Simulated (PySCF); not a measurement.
Numbering as in the mapped SMILES `[F:1]/[CH:2]=[CH:3]/[C@@H:4]1[CH2:5][SiH2:6]1`. Hydrogens are named by the atom that carries them. Ha(C5), Ha(Si6) are cis to C3 on the ring; Hb(C5), Hb(Si6) are trans to C3 on the ring.

Geometry: PBE0-D3(BJ)/def2-SVP; GIAO shifts from PySCF, gas phase, non-relativistic, averaged over equivalent atoms.

At PBE0/STO-3G (41 basis functions, 3.8 s wall time on 1 thread of an Arm Neoverse V1, shared host):
```csv
atoms,δ (ppm)
F1,-19.0
C2,120.4
C3,98.3
C4,15.3
C5,8.9
Si6,-118.8
H(C2),5.42
H(C3),4.38
Hb(Si6),1.20
Ha(Si6),1.12
H(C4),1.05
Hb(C5),0.61
Ha(C5),0.46
```

Chemical shifts δ = σref − σ; CFCl3 for $^{19}$F (304.40 ppm); TMS for $^{13}$C (234.69 ppm), $^{29}$Si (517.60 ppm), $^{1}$H (32.60 ppm), all at this level.

**Question.** Predict the values at BHandHLYP/pcSseg-1 on the same geometry.

**Answer.** 
```csv
atoms,δ at BHandHLYP/pcSseg-1,change
F1,-124.2,-105.2
C2,155.3,+34.9
C3,123.9,+25.6
C4,3.0,-12.3
C5,-2.5,-11.4
Si6,-129.6,-10.8
H(C2),6.79,+1.37
H(C3),5.09,+0.71
Hb(Si6),2.84,+1.64
Ha(Si6),2.64,+1.52
H(C4),1.20,+0.15
Hb(C5),0.83,+0.22
Ha(C5),0.38,-0.08
```

Scale: $^{19}$F (σ = 204.31 ppm) vs CFCl3; $^{13}$C (σ = 183.98 ppm) and $^{29}$Si (σ = 358.43 ppm) and $^{1}$H (σ = 31.44 ppm) vs TMS (reference shieldings calculated alike).

The largest change is at F1 (vinylic fluorine). Cost: 144 basis functions, 14 s wall time on 1 thread of an Arm Neoverse V1, shared host. The order of the carbon signals is the same at both levels.

Unscaled 19F shifts against computed CFCl3 carry errors that often reach 10 to 50 ppm.
